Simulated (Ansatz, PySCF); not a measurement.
C₄H₉N, SMILES CN=C(C)C. Atoms are numbered in the order given.

```xyz
14

C     -0.1034    -0.9172     1.6970
N      0.5421     0.0570     0.8577
C      0.1030     0.2468    -0.3217
C      0.7827     1.2648    -1.1879
C     -1.0702    -0.4887    -0.9217
H     -0.0749    -1.9347     1.2630
H     -1.1693    -0.6804     1.8762
H      0.3954    -0.9606     2.6761
H      1.1671     0.7978    -2.1102
H      0.0714     2.0471    -1.5018
H      1.6129     1.7250    -0.6379
H     -1.9807    -0.3255    -0.3216
H     -0.8886    -1.5762    -0.9249
H     -1.2759    -0.1710    -1.9524
```

Geometry optimised at PBE0-D3(BJ)/def2-SVP.

Two levels are set side by side: PBE-D3(BJ)/def2-SVP (Ansatz, an electronic-structure program) and PBE0-D3(BJ)/def2-SVP (Ansatz). Each level has its own optimised geometry; the coordinates shown are those of the second. Frequencies come from the Hessian of PySCF at each geometry. Differences are taken from unrounded values.

| quantity | PBE0-D3(BJ) |
|---|---|
| mean bond length (Å) | 1.203 |
| bond C1–N2 (Å) | 1.439 |
| bond N2–C3 (Å) | 1.273 |
| bond C3–C4 (Å) | 1.500 |
| bond C3–C5 (Å) | 1.509 |
| bond C1–H6 (Å) | 1.107 |
| bond C1–H7 (Å) | 1.107 |
| bond C1–H8 (Å) | 1.100 |
| bond C4–H9 (Å) | 1.103 |
| bond C4–H10 (Å) | 1.103 |
| bond C4–H11 (Å) | 1.097 |
| bond C5–H12 (Å) | 1.103 |
| bond C5–H13 (Å) | 1.103 |
| bond C5–H14 (Å) | 1.098 |
| highest harmonic wavenumber (cm⁻¹) | 3192 |
| mean harmonic wavenumber (cm⁻¹) | 1512 |
| zero-point energy (kcal/mol) | 77.79 |

What does PBE-D3(BJ) give, and how far is it from PBE0-D3(BJ)? (An estimate is asked for; the answer gives what the named calculation found.)


```csv
quantity,PBE-D3(BJ),PBE-D3(BJ) minus PBE0-D3(BJ)
mean bond length (Å),1.212,0.009
bond C1–N2 (Å),1.449,0.010
bond N2–C3 (Å),1.286,0.014
bond C3–C4 (Å),1.507,0.008
bond C3–C5 (Å),1.517,0.008
bond C1–H6 (Å),1.116,0.009
bond C1–H7 (Å),1.116,0.009
bond C1–H8 (Å),1.108,0.009
bond C4–H9 (Å),1.112,0.009
bond C4–H10 (Å),1.112,0.009
bond C4–H11 (Å),1.105,0.008
bond C5–H12 (Å),1.111,0.009
bond C5–H13 (Å),1.111,0.009
bond C5–H14 (Å),1.106,0.008
highest harmonic wavenumber (cm⁻¹),3099,-92
mean harmonic wavenumber (cm⁻¹),1461,-51
zero-point energy (kcal/mol),75.19,-2.60
```

GGA bonds tend to be longer and softer than those of functionals with exact exchange. Differences between two approximate levels are no errors against the true value.
